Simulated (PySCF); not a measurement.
**Ar²⁺ (argon, charge +2): PBE0 calculation**

Configuration: [Ne] 3s2 3p4, high-spin 3P determinant. All numbers are calculated (PySCF 2.14, the spin-free X2C one-electron Hamiltonian (Gaussian nucleus), in dyall-acv3z (19s12p6d4f, 113 functions)).

| Item | Value |
| --- | --- |
| Total energy | -527.6230 hartree |
| One-electron energy | -712.1986 hartree |
| Hartree (Coulomb) energy | 214.6905 hartree |
| Exchange-correlation energy | -30.1150 hartree |
| ⟨S²⟩ | 2.0040 |
| ⟨L²⟩ | 2.016 |
| Sum of ⟨r⟩ | 11.77 bohr |
| Sum of ⟨r²⟩ | 15.55 bohr² |
| Traceless quadrupole moment −½Σ⟨3z² − r²⟩ along its main axis | -0.949 e·bohr² |
| Langevin diamagnetic susceptibility | -12.3 ×10⁻⁶ cm³/mol |

| shell | electrons | mean orbital energy (hartree) | spread (hartree) | rms radius, mean of both spins (bohr) |
| --- | --- | --- | --- | --- |
| 1s α | 1 | -116.87050 | 0 | 0.0992 |
| 1s β | 1 | -116.84963 | 0 | 0.0992 |
| 2s α | 1 | -12.40315 | 0 | 0.449 |
| 2s β | 1 | -12.38428 | 0 | 0.449 |
| 2p α | 3 | -9.85308 | 0.03269 | 0.418 |
| 2p β | 3 | -9.82275 | 0.00332 | 0.418 |
| 3s α | 1 | -2.02146 | 0 | 1.43 |
| 3s β | 1 | -1.87158 | 0 | 1.43 |
| 3p α | 3 | -1.41442 | 0.07486 | 1.58 |
| 3p β | 1 | -1.32332 | 0 | 1.58 |

Densities and radii are taken from the X2C orbitals without a picture-change correction, which distorts them close to the nucleus.
